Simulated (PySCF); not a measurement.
H6BN, charge +1, doublet, at the geometry of the source list (a state made from the parent by changing its charge; the spin is typed, not shown lowest); PySCF with MP2/6-31G.

Input for PySCF:
```python
from pyscf import gto, scf, mp

mol = gto.Mole()
mol.atom = '''
    B    -0.824500    0.108500   -0.017900
    N     0.820900   -0.110000    0.018300
    H    -1.225800   -0.630900   -0.859700
    H    -0.985700    1.257400   -0.288300
    H    -1.207600   -0.172300    1.073800
    H     1.018100   -1.066800    0.287500
    H     1.215800    0.535400    0.692800
    H     1.188900    0.078800   -0.906600
'''
mol.basis = '6-31g'
mol.charge = 1
mol.spin = 1
mol.verbose = 5
mol.build()

mf = scf.UHF(mol)
mf.kernel()

pt = mp.MP2(mf)
pt.kernel()
print('E(MP2) = %.10f' % pt.e_tot)
mf.analyze()
```

**Question.** Predict the main parts of the log of this PySCF run.

**Answer.** 
```
PySCF version 2.14.0

[INPUT] verbose = 5
[INPUT] max_memory = 4000
[INPUT] num. atoms = 8
[INPUT] num. electrons = 17
[INPUT] charge = 1
[INPUT] spin (= nelec alpha-beta = 2S) = 1
[INPUT] symmetry False subgroup None
[INPUT] Mole.unit = angstrom
[INPUT] Symbol           X                Y                Z      unit          X                Y                Z       unit  Magmom
[...]
[INPUT] ---------------- BASIS SET ----------------
[INPUT] l, kappa, [nprim/nctr], expnt,             c_1 c_2 ...
[INPUT] H
[...]
                                2.8253937         0.23472695
                                0.6401217         0.81375733
[...]
[INPUT] B
[...]
                                310.64957         0.0142515
                                70.683033         0.0695516
                                19.86108          0.2325729
                                6.2993048         0.4670787
                                2.127027          0.3634314
[...]
                                1.1903377         -0.1307889
                                0.3594117         1.1309444
[...]
                                1.1903377         0.3078467
                                0.3594117         0.7434568
[...]
[INPUT] N
[...]
                                627.4579          0.013995
                                142.9021          0.068587
                                40.23433          0.232241
                                12.82021          0.46907
                                4.390437          0.360455
[...]
                                2.71628           -0.169118
                                0.772218          1.145852
[...]
                                2.71628           0.323907
                                0.772218          0.740895
[...]
nuclear repulsion = 40.7637439694102
number of shells = 22
number of NR pGTOs = 68
number of NR cGTOs = 30
basis = 6-31g
ecp = {}

******** <class 'pyscf.scf.uhf.UHF'> ********
method = UHF
initial guess = minao
damping factor = 0
level_shift factor = 0
DIIS = <class 'pyscf.scf.diis.CDIIS'>
diis_start_cycle = 1
diis_space = 8
diis_damp = 0
SCF conv_tol = 1e-09
SCF conv_tol_grad = None
SCF max_cycles = 50
direct_scf = True
direct_scf_tol = 1e-13
number electrons alpha = 9  beta = 8
Set gradient conv threshold to 3.16228e-05
E1 = -189.77508666819514  E2 = 66.41251920721369  Ecoul = 79.01495189524593  Exc = -12.602432688032238
init E= -82.5988234915713
cond(S) = 493.5865162952363

  alpha mo_energy =
[-15.66154695  -7.68492838  -1.5135094   -0.90108561  -0.62651731
  -0.62640273  -0.41432164  -0.35394006  -0.35366393   0.11878107
   0.24251664   0.24270069   0.25299565   0.28194396   0.28253373
   0.28666321   0.56948695   0.56960009   0.61152009   0.84990549
   0.94284209   0.94381822   1.05428818   1.13919514   1.15019637
   1.15039385   1.20568697   1.23025483   1.23085574   1.75300005]
  beta  mo_energy =
[-15.66154695  -7.68492838  -1.5135094   -0.90108561  -0.62651731
  -0.62640273  -0.41432164  -0.35394006  -0.35366393   0.11878107
   0.24251664   0.24270069   0.25299565   0.28194396   0.28253373
   0.28666321   0.56948695   0.56960009   0.61152009   0.84990549
   0.94284209   0.94381822   1.05428818   1.13919514   1.15019637
   1.15039385   1.20568697   1.23025483   1.23085574   1.75300005]
multiplicity <S^2> = 0.75  2S+1 = 2
E1 = -184.65324547309837  E2 = 61.73588658926524  Ecoul = 73.85748647413233  Exc = -12.121599884867088
cycle= 1 E= -82.1536149144229  delta_E= 0.445  |g|= 0.255  |ddm|=  1.4
  alpha mo_energy =
[-16.04011769  -7.94822824  -1.568871    -1.08693789  -1.04047742
  -1.03231466  -0.8658198   -0.82063444  -0.73193955  -0.07299458
   0.01894968   0.02234249   0.03636063   0.04849749   0.06428246
   0.119148     0.31719952   0.34367381   0.38166489   0.59882062
   0.6451153    0.65964329   0.77968229   0.8767603    0.87965335
   0.89613069   0.93460776   0.97481573   1.07221549   1.46967398]
  beta  mo_energy =
[...]
converged SCF energy = -82.2149989272101  <S^2> = 0.77297184  2S+1 = 2.0228414
E(UMP2) = -82.389183888571  E_corr = -0.174184961360904
E(SCS-UMP2) = -82.3953879193788  E_corr = -0.180388992168751
E(MP2) = -82.3891838886
Total Energy =                         -82.214998927210104
[...]
0 B 3px         -0.06304  -0.12164  -0.02563   0.05701   0.06240
0 B 3py          0.01270   0.05295  -0.16144   0.12399  -0.00848
0 B 3pz          0.00188   0.03708   0.15177   0.14243   0.00031
1 N 1s           0.00118  -0.00103   0.00001   0.00027   0.00246
1 N 2s          -0.22664   0.14797  -0.00065  -0.03151  -0.00780
1 N 3s           0.27069  -0.24763   0.00178   0.06753   0.89845
1 N 2px         -0.18318   0.06459  -0.00449  -0.00236   0.05654
1 N 2py          0.02877  -0.00084  -0.02891   0.02329  -0.00804
1 N 2pz          0.00606   0.00837   0.02372   0.02758   0.00006
1 N 3px          0.36406  -0.23398  -0.02780   0.06643  -0.25998
1 N 3py         -0.03345   0.09210  -0.18655   0.17356   0.02992
1 N 3pz          0.01443   0.05442   0.19303   0.17659  -0.01113
2 H 1s           0.08720   0.09243   0.00172  -0.33938   0.03121
2 H 2s          -0.15543  -0.17526  -0.00530   0.73757  -0.06882
3 H 1s           0.12185   0.23350  -0.26623   0.08509   0.02693
3 H 2s          -0.21886  -0.45337   0.54461  -0.17918  -0.06062
4 H 1s           0.12050   0.23391   0.26669   0.08771   0.02658
4 H 2s          -0.21633  -0.45409  -0.54300  -0.18630  -0.05950
5 H 1s           0.17373  -0.10021   0.00736   0.01244   0.01464
5 H 2s          -0.32835   0.16006   0.07847  -0.06842   0.16749
6 H 1s           0.16623  -0.09567   0.00303   0.02633   0.01421
6 H 2s          -0.30107   0.20188  -0.00619   0.05462   0.16652
7 H 1s           0.17930  -0.10091  -0.00934   0.01616   0.01427
7 H 2s          -0.33786   0.16178  -0.07469  -0.07696   0.16898

To work with the spin densities directly, `use mulliken_meta_spin()` only printing them here.

 ** Mulliken spin pop alpha/beta on meta-lowdin orthogonal AOs **
 ** Mulliken Spin Density (per AO)  **
spin_pop of  0 B 1s       -0.00001
spin_pop of  0 B 2s       -0.04065
spin_pop of  0 B 3s        0.00188
spin_pop of  0 B 2px      -0.00538
spin_pop of  0 B 2py       0.19407
spin_pop of  0 B 2pz       0.18118
spin_pop of  0 B 3px       0.00117
spin_pop of  0 B 3py       0.00692
spin_pop of  0 B 3pz       0.00618
spin_pop of  1 N 1s       -0.00000
spin_pop of  1 N 2s       -0.00188
spin_pop of  1 N 3s        0.00009
spin_pop of  1 N 2px      -0.00726
spin_pop of  1 N 2py       0.00155
spin_pop of  1 N 2pz       0.00143
spin_pop of  1 N 3px       0.00034
spin_pop of  1 N 3py       0.00009
spin_pop of  1 N 3pz       0.00008
spin_pop of  2 H 1s       -0.01870
spin_pop of  2 H 2s        0.00056
spin_pop of  3 H 1s        0.32789
spin_pop of  3 H 2s        0.00368
spin_pop of  4 H 1s        0.33023
spin_pop of  4 H 2s        0.00374
spin_pop of  5 H 1s        0.00629
spin_pop of  5 H 2s        0.00027
spin_pop of  6 H 1s        0.00033
spin_pop of  6 H 2s       -0.00001
spin_pop of  7 H 1s        0.00567
spin_pop of  7 H 2s        0.00024
 ** Mulliken Spin Density (per atom)  **
spin density of  0 B =      0.34536
spin density of  1 N =     -0.00556
spin density of  2 H =     -0.01813
spin density of  3 H =      0.33157
spin density of  4 H =      0.33397
spin density of  5 H =      0.00656
spin density of  6 H =      0.00033
spin density of  7 H =      0.00591
 ** Mulliken pop alpha/beta on meta-lowdin orthogonal AOs **
 ** Mulliken pop       alpha | beta **
[...]
In total             9.00000 | 8.00000
 ** Mulliken atomic charges   ( Nelec_alpha | Nelec_beta ) **
charge of  0B =     -0.08530  (     2.71533      2.36997 )
charge of  1N =     -0.31340  (     3.65392      3.65948 )
charge of  2H =      0.05593  (     0.46297      0.48110 )
charge of  3H =      0.22545  (     0.55306      0.22149 )
charge of  4H =      0.22699  (     0.55349      0.21952 )
charge of  5H =      0.29990  (     0.35333      0.34677 )
charge of  6H =      0.29041  (     0.35496      0.35463 )
charge of  7H =      0.30002  (     0.35295      0.34704 )

WARN: System has nonzero charge 1; the dipole moment is origin-dependent.
Location of origin: [0. 0. 0.]

Dipole moment(X, Y, Z, Debye):  1.71209,  0.38609,  0.69179
```
